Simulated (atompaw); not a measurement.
**Plane-wave convergence, PAW (atompaw) potential for tin**

- Element: Sn
- Generator: atompaw 4.2.0.5
- Type: PAW
- Functional: PBEsol
- Relativity: scalar-relativistic
- Frozen core: [Ar] 3d10
- Valence charge: 22
- Reference configuration: 4s2 4p6 4d10 5s2 5p0.5 (charge +1.5)
- Partial waves: 4s (bound): rc 0.95 bohr; 5s (bound): rc 1.15 bohr; 4p (bound): rc 1.50 bohr; 5p (bound): rc 1.80 bohr; 4d (bound): rc 0.95 bohr; 4d channel at 0.35 Ry: rc 0.95 bohr
- Local potential: bessel scheme, radius 1.45 bohr
- Core correction: smooth core density matched at 1.20 bohr
- Augmentation charge: sinc compensation charge, radius 1.75 bohr; PAW radius 1.80 bohr; waves and projectors: custom rrkj gramschmidtortho

The pseudo-atom Hamiltonian at the reference potential is diagonalised in spherical Bessel functions j_l(qr) that vanish at 20 bohr, with q² up to the cutoff. All-electron valence levels (Ry): 4s -10.7561, 5s -1.6115, 4p -7.5088, 5p -1.0249, 4d -2.8181.

Q: How do the lowest levels (Ry) of each channel move with the cutoff, and are there ghosts?

A:

```
cutoff (Ry)      s #1     s #2     p #1     p #2     d #1     f #1     f #2  Σ f·Δε (mRy)
          8   -9.3793  -1.3061  -1.2117  -0.4070  -0.7930  -0.1692  -0.0701       61493.5
         18  -10.6216  -1.5568  -6.8178  -1.0242  -1.4243  -0.1696  -0.0706       18465.2
         30  -10.7427  -1.6015  -7.4932  -1.0248  -1.9792  -0.1696  -0.0707        8532.4
         50  -10.7535  -1.6106  -7.5078  -1.0249  -2.5771  -0.1696  -0.0707        2425.8
         80  -10.7555  -1.6114  -7.5088  -1.0250  -2.7873  -0.1696  -0.0707         312.1
        120  -10.7559  -1.6115  -7.5088  -1.0250  -2.8174  -0.1696  -0.0707           9.5
        180  -10.7562  -1.6115  -7.5089  -1.0250  -2.8180  -0.1696  -0.0707           3.2
        300  -10.7563  -1.6115  -7.5089  -1.0250  -2.8182  -0.1696  -0.0707           0.4
        400  -10.7563  -1.6115  -7.5089  -1.0250  -2.8183  -0.1696  -0.0707           0.0
```

Result: no extra level below or beside the all-electron valence levels (s, p, d, f tested); 10 mRy is reached at 120 Ry and 1 mRy at 230 Ry.
